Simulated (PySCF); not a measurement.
## Electron correlation in F⁻ (fluorine, charge -1)

[Ne], closed-shell 1S. All numbers are calculated (PySCF 2.14, the spin-free X2C one-electron Hamiltonian (Gaussian nucleus), in aug-cc-pCVTZ-DK (7s6p4d2f, 59 functions)). Frozen: 1s2; 8 electrons correlated.

```
  level  correlation energy (mhartree)
   CCSD                        -293.53
    (T)                         -10.62
CCSD(T)                        -304.15
```

Diagnostics: T1 = 0.020, D1 = 0.0329, largest double amplitude 0.036.

**Question.** Is a single reference adequate?

**Answer.** Yes: T1 lies below 0.03 and no double amplitude reaches 0.07.
